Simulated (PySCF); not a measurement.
Species: C₃H₁₃Si₃ (doublet state).
Geometry (GFN2-xTB, Å), atoms numbered from 1 in this order:
```
atom  x, y, z in Å
C1     2.5779    0.1365   -0.1105
C2     1.6056   -0.8941    0.4542
Si3    0.1907   -1.2807   -0.7660
C4    -1.3478   -0.1785   -0.5214
Si5   -2.2871   -0.7118    1.0474
Si6   -0.9839    1.6907   -0.5652
H7     3.3783    0.3460    0.5989
H8     2.0641    1.0702   -0.3317
H9     3.0304   -0.2285   -1.0306
H10    1.1843   -0.5183    1.3882
H11    2.1616   -1.7986    0.7059
H12    0.6888   -1.2007   -2.1516
H13   -2.0062   -0.3902   -1.3692
H14   -2.6181   -2.1359    0.9398
H15   -1.4577   -0.4985    2.2360
H16   -3.5243    0.0602    1.2112
H17   -0.2038    2.0130   -1.7658
H18   -0.2248    2.0816    0.6259
H19   -2.2378    2.4469   -0.6029
```

The hyperfine couplings belong to this conformer and change with its torsions.

The species is `CC[SiH]C([SiH3])[SiH3]` [radical].

The calculation used UKS B3LYP, pcH-1 on C H Si, non-relativistic, mean-field spin-orbit, GIAO in PySCF 2.14.0. Geometry: GFN2-xTB, one conformer, isolated molecule. A GFN2-xTB geometry isn't a minimum of the functional, and hyperfine couplings can be far from their values at a DFT geometry, by a factor of two or more for some ions and for spin on atoms past the first row. No stability test was run, so a lower SCF solution isn't excluded.

Where do the isotropic ENDOR lines of H12, H7/H8/H9, H10/H11 and H14 (×6) fall at 336.6 mT, to first order?

For S = 1/2 in fast tumbling each set of equivalent nuclei gives two lines, ν± = |νn ± a/2| to first order, with νn = g_N μN B/h and μN/h = 7.62259 MHz/T.

```json
{"nuclei": "H12", "isotope": "1H", "g_N": "5.5857", "νn (MHz)": "14.33", "a_iso (MHz)": "52.09", "lower line (MHz)": "11.71", "upper line (MHz)": "40.38"}
{"nuclei": "H7/H8/H9", "isotope": "1H", "g_N": "5.5857", "νn (MHz)": "14.33", "a_iso (MHz)": "8.03", "lower line (MHz)": "10.31", "upper line (MHz)": "18.35"}
{"nuclei": "H10/H11", "isotope": "1H", "g_N": "5.5857", "νn (MHz)": "14.33", "a_iso (MHz)": "5.79", "lower line (MHz)": "11.44", "upper line (MHz)": "17.22"}
{"nuclei": "H14 (×6)", "isotope": "1H", "g_N": "5.5857", "νn (MHz)": "14.33", "a_iso (MHz)": "3.85", "lower line (MHz)": "12.41", "upper line (MHz)": "16.25"}
```

Which pairs are centred on the nuclear Larmor frequency, and which on half the coupling?

Centred on νn, since |a| < 2νn: H7/H8/H9, H10/H11 and H14 (×6). Centred on |a|/2 and split by 2νn: H12.

Class means assume fast exchange of nuclei equivalent by connectivity; if that motion is slow, each nucleus keeps its own coupling. The six 1H nuclei of mean +3.8 MHz run from -1.2 to 22.2 MHz in the frozen geometry. The three 1H nuclei of mean +8.0 MHz run from 0.0 to 22.2 MHz in the frozen geometry. The 1H value of +5.8 MHz is a mean of couplings from -1.2 to 12.8 MHz in this one geometry, not an average over conformers.

The largest Mulliken spin population is on Si3 (+0.95). The angles at Si3 add up to 334.5°, so it is pyramidal.
